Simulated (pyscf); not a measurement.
`[AsH3]` + `[AsH2]` [doublet] → `[AsH2]` [doublet] + `[AsH3]` (hydrogen abstraction; doublet surface; As–H broken, As–H formed). Single points on ωB97X-D3(BJ)/def2-SVP structures (PySCF, gas phase). Energies in kcal/mol from the separated reactants.

```csv
level,barrier,reaction energy
ωB97X-D3(BJ)/def2-TZVP,3.6,0.0
r²SCAN/def2-TZVP,0.4,0.0
B3LYP-D3(BJ)/def2-TZVP,___,0.0
PBE0-D3(BJ)/def2-TZVP,___,0.0
M06-2X/def2-TZVP,5.1,0.0
HF/def2-TZVP,17.9,0.0
```

**Question.** Complete the blanks.

**Answer.** 
- B3LYP-D3(BJ)/def2-TZVP, barrier: 0.8
- PBE0-D3(BJ)/def2-TZVP, barrier: 0.5

The functionals in the table span 4.7 kcal/mol in this barrier, from r²SCAN to M06-2X. One saddle was located; it need not be the lowest between these sides. The angle at the transferred H is 164°. Elements up to Kr have no core potential and no relativistic terms here.
